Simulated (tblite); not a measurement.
Record of a relaxation.

Compound: C7H9ClSi.
Numbering: `[CH3:1][C@@H:2]1[SiH2:3][CH:4]=[C:5]1[C:6]#[C:7][CH2:8][Cl:9]` (hydrogens: H10, H11, H12 on C1; H13 on C2; H14, H15 on Si3; H16 on C4; H17, H18 on C8)

Computed with GFN2-xTB (tblite), gas phase: L-BFGS steps from a force-field or distance-geometry start until the largest atomic force falls under 0.01 eV/Å. 6 of its 70 geometries are shown.

Step 0: E = -699.7926 eV, largest atomic force 3.302 eV/Å
```
atom  x, y, z in Å  |  force x, y, z in eV/Å
C1     -1.378    1.138   -1.287   -0.263   0.466  -0.293
C2     -1.188   -0.307   -0.895    0.839   0.183   0.799
Si3    -2.617   -1.127    0.037   -1.572  -0.268   0.033
C4     -1.196   -1.145    1.202    0.781  -0.422   1.748
C5     -0.318   -0.537    0.395    2.453   0.806  -0.514
C6      1.164   -0.163    0.625   -3.167  -0.736  -0.578
C7      2.320    0.133    0.805    0.134  -0.061   0.280
C8      3.724    0.486    1.043   -0.886  -0.554   0.087
Cl9     4.325    1.396   -0.354    0.273   0.285  -0.352
H10    -0.460    1.556   -1.684    0.201   0.118  -0.063
H11    -1.696    1.770   -0.446    0.118  -0.354  -0.153
H12    -2.150    1.225   -2.070    0.270  -0.082   0.263
H13    -0.881   -0.911   -1.741    0.504   0.116  -0.196
H14    -3.714   -0.210    0.454    0.243  -0.375  -0.252
H15    -3.022   -2.461   -0.452   -0.074   0.328   0.048
H16    -1.095   -1.529    2.237    0.356   0.409  -0.763
H17     3.833    1.108    1.933   -0.087   0.053  -0.025
H18     4.339   -0.415    1.152   -0.122   0.087  -0.068
```

Step 14: E = -700.3683 eV, largest atomic force 0.084 eV/Å
```
atom  x, y, z in Å  |  force x, y, z in eV/Å
C1     -1.329    1.150   -1.280    0.018   0.031   0.000
C2     -1.125   -0.297   -0.860   -0.072  -0.021  -0.013
Si3    -2.594   -1.141    0.087   -0.047  -0.020  -0.007
C4     -1.120   -1.134    1.257    0.000   0.007  -0.035
C5     -0.291   -0.516    0.389   -0.042   0.011   0.019
C6      1.052   -0.166    0.568   -0.028   0.026  -0.012
C7      2.208    0.104    0.790   -0.028  -0.008   0.010
C8      3.582    0.445    1.021    0.023   0.043  -0.069
Cl9     4.258    1.385   -0.373   -0.016  -0.015   0.015
H10    -0.416    1.592   -1.677    0.072  -0.019   0.018
H11    -1.658    1.754   -0.437   -0.006  -0.003   0.026
H12    -2.094    1.199   -2.054    0.026   0.028   0.000
H13    -0.713   -0.853   -1.705   -0.006  -0.025  -0.011
H14    -3.721   -0.261    0.410    0.070  -0.034  -0.013
H15    -3.066   -2.417   -0.450    0.031   0.010   0.020
H16    -0.868   -1.469    2.250   -0.006  -0.003   0.034
H17     3.687    1.081    1.901    0.007  -0.004   0.009
H18     4.200   -0.449    1.119    0.005  -0.003   0.007
```

Step 28: E = -700.3781 eV, largest atomic force 0.079 eV/Å
```
atom  x, y, z in Å  |  force x, y, z in eV/Å
C1     -1.292    1.154   -1.265    0.006  -0.004  -0.001
C2     -1.145   -0.307   -0.864    0.043   0.039   0.001
Si3    -2.606   -1.162    0.088    0.037   0.033  -0.061
C4     -1.133   -1.137    1.256   -0.013  -0.022   0.046
C5     -0.311   -0.518    0.386    0.002   0.004   0.018
C6      1.025   -0.143    0.569    0.018  -0.025  -0.031
C7      2.183    0.122    0.785   -0.010   0.005  -0.021
C8      3.563    0.456    1.000   -0.030  -0.017   0.017
Cl9     4.235    1.386   -0.395   -0.005   0.019  -0.032
H10    -0.342    1.564   -1.608   -0.015  -0.022   0.029
H11    -1.633    1.748   -0.418   -0.006  -0.016  -0.032
H12    -2.018    1.253   -2.072    0.019   0.007   0.024
H13    -0.735   -0.865   -1.710   -0.011  -0.003   0.015
H14    -3.722   -0.278    0.410   -0.036  -0.005  -0.002
H15    -3.045   -2.455   -0.433   -0.016   0.002  -0.001
H16    -0.881   -1.456    2.254   -0.002  -0.009   0.026
H17     3.679    1.091    1.882    0.023  -0.034  -0.020
H18     4.169   -0.448    1.091   -0.005   0.048   0.025
```

Step 41: E = -700.3834 eV, largest atomic force 0.073 eV/Å
```
atom  x, y, z in Å  |  force x, y, z in eV/Å
C1     -1.252    1.155   -1.242    0.008  -0.012   0.003
C2     -1.143   -0.310   -0.850    0.015  -0.039   0.033
Si3    -2.618   -1.157    0.083   -0.028   0.013  -0.028
C4     -1.159   -1.140    1.274   -0.034  -0.002  -0.030
C5     -0.321   -0.537    0.405    0.002  -0.033   0.044
C6      1.021   -0.177    0.572   -0.014   0.012   0.041
C7      2.174    0.118    0.771   -0.003  -0.010   0.007
C8      3.550    0.472    0.972    0.019   0.033  -0.062
Cl9     4.196    1.404   -0.442   -0.029  -0.027   0.029
H10    -0.275    1.548   -1.522    0.027   0.026  -0.005
H11    -1.630    1.747   -0.410   -0.013   0.002   0.015
H12    -1.925    1.280   -2.087   -0.022  -0.012  -0.020
H13    -0.731   -0.873   -1.692   -0.010   0.012  -0.016
H14    -3.766   -0.300    0.380    0.041   0.000   0.000
H15    -3.048   -2.453   -0.444    0.017   0.024   0.007
H16    -0.927   -1.465    2.276    0.017   0.013  -0.019
H17     3.672    1.113    1.846   -0.009  -0.001   0.000
H18     4.172   -0.420    1.065    0.016   0.000   0.000
```

Step 55: E = -700.3881 eV, largest atomic force 0.031 eV/Å
```
atom  x, y, z in Å  |  force x, y, z in eV/Å
C1     -1.210    1.150   -1.214    0.001   0.005  -0.005
C2     -1.118   -0.320   -0.830   -0.013   0.013  -0.009
Si3    -2.627   -1.148    0.063    0.002   0.005  -0.022
C4     -1.199   -1.156    1.289    0.004   0.011   0.004
C5     -0.331   -0.564    0.445    0.003  -0.021  -0.023
C6      1.010   -0.213    0.623   -0.006   0.010   0.019
C7      2.168    0.090    0.776   -0.005   0.010   0.018
C8      3.538    0.487    0.933    0.002  -0.007   0.012
Cl9     4.106    1.415   -0.512    0.002   0.009  -0.014
H10    -0.223    1.556   -1.436   -0.001  -0.019   0.004
H11    -1.640    1.732   -0.400    0.001  -0.008  -0.007
H12    -1.837    1.273   -2.095   -0.004   0.004   0.016
H13    -0.695   -0.876   -1.671    0.005  -0.002   0.022
H14    -3.758   -0.267    0.346   -0.004  -0.001  -0.009
H15    -3.050   -2.437   -0.479   -0.023  -0.003  -0.004
H16    -0.996   -1.482    2.296    0.016  -0.007   0.006
H17     3.657    1.146    1.795    0.016   0.009  -0.004
H18     4.195   -0.380    1.025    0.005  -0.007  -0.005
```

Step 69: E = -700.3894 eV, largest atomic force 0.007 eV/Å
```
atom  x, y, z in Å  |  force x, y, z in eV/Å
C1     -1.198    1.145   -1.205    0.004   0.001   0.001
C2     -1.110   -0.325   -0.826    0.006   0.001   0.002
Si3    -2.628   -1.149    0.053    0.003  -0.001   0.002
C4     -1.208   -1.166    1.291   -0.004  -0.002   0.002
C5     -0.334   -0.571    0.456   -0.001   0.002   0.004
C6      1.005   -0.212    0.645    0.002   0.001  -0.001
C7      2.161    0.098    0.797   -0.001   0.003   0.000
C8      3.535    0.496    0.926   -0.004  -0.004   0.004
Cl9     4.068    1.414   -0.539    0.003   0.003   0.000
H10    -0.207    1.549   -1.414    0.002  -0.002  -0.006
H11    -1.635    1.723   -0.393    0.001   0.007  -0.002
H12    -1.815    1.275   -2.092   -0.002  -0.001   0.006
H13    -0.678   -0.881   -1.661   -0.001  -0.005   0.001
H14    -3.752   -0.255    0.325   -0.001   0.001   0.001
H15    -3.074   -2.430   -0.492    0.002   0.000  -0.002
H16    -1.010   -1.495    2.299   -0.003  -0.004  -0.005
H17     3.678    1.160    1.780   -0.003   0.000  -0.005
H18     4.193   -0.372    1.006   -0.003   0.001  -0.002
```

Task: Summarise the path.

Result: The energy falls by 13.76 kcal/mol from step 0 to step 69; nine tenths of that is first reached at step 8. It falls at every step. The largest force goes from 3.302 to 0.007 eV/Å. Among the bonds C5–C6 changes most, from 1.546 to 1.399 Å; the atoms move by 0.199 Å rms after alignment.

Task: Follow the three bonds and two angles with the largest change from start to end.

Result: 
| step | E above end (kcal/mol) | largest force (eV/Å) | C5–C6 (Å) | C2–C5 (Å) | C2–Si3 (Å) | Si3–C4–H16 (°) | Si3–C2–H13 (°) |
| --- | --- | --- | --- | --- | --- | --- | --- |
| 0 | 13.76 | 3.302 | 1.546 | 1.573 | 1.892 | 131.7 | 111.0 |
| 3 | 5.96 | 0.777 | 1.434 | 1.561 | 1.935 | 129.3 | 110.7 |
| 6 | 2.55 | 0.514 | 1.405 | 1.521 | 1.936 | 132.8 | 113.3 |
| 9 | 0.83 | 0.227 | 1.404 | 1.524 | 1.937 | 138.1 | 116.4 |
| 12 | 0.54 | 0.085 | 1.401 | 1.520 | 1.939 | 139.1 | 116.3 |
| 15 | 0.46 | 0.073 | 1.399 | 1.518 | 1.940 | 138.9 | 116.2 |
| 18 | 0.41 | 0.086 | 1.400 | 1.519 | 1.938 | 139.0 | 116.1 |
| 21 | 0.35 | 0.065 | 1.399 | 1.517 | 1.936 | 139.4 | 115.7 |
| 24 | 0.31 | 0.053 | 1.399 | 1.517 | 1.937 | 139.3 | 115.7 |
| 27 | 0.28 | 0.073 | 1.399 | 1.518 | 1.940 | 139.0 | 115.9 |
| 30 | 0.23 | 0.064 | 1.399 | 1.517 | 1.943 | 139.2 | 115.7 |
| 33 | 0.21 | 0.036 | 1.399 | 1.518 | 1.940 | 139.3 | 115.5 |
| 36 | 0.19 | 0.063 | 1.399 | 1.518 | 1.940 | 139.1 | 115.7 |
| 39 | 0.16 | 0.065 | 1.399 | 1.517 | 1.941 | 138.7 | 115.7 |
| 42 | 0.12 | 0.075 | 1.399 | 1.518 | 1.940 | 138.7 | 115.4 |
| 45 | 0.09 | 0.040 | 1.399 | 1.518 | 1.939 | 139.2 | 115.4 |
| 48 | 0.07 | 0.041 | 1.399 | 1.518 | 1.939 | 139.4 | 115.5 |
| 51 | 0.05 | 0.047 | 1.399 | 1.518 | 1.939 | 139.1 | 115.7 |
| 54 | 0.03 | 0.033 | 1.398 | 1.518 | 1.939 | 138.8 | 116.0 |
| 57 | 0.02 | 0.026 | 1.398 | 1.518 | 1.938 | 138.9 | 116.0 |
| 60 | 0.01 | 0.031 | 1.398 | 1.518 | 1.937 | 139.0 | 116.0 |
| 63 | 0.01 | 0.022 | 1.399 | 1.518 | 1.939 | 139.1 | 116.2 |
| 66 | 0.00 | 0.023 | 1.399 | 1.518 | 1.939 | 139.1 | 116.2 |
| 69 | 0.00 | 0.007 | 1.399 | 1.518 | 1.938 | 139.0 | 116.1 |

The cost below is that of the whole relaxation. Hardware: Arm Neoverse N1, one thread, on a shared host. Cost: 1.1 s of wall time.
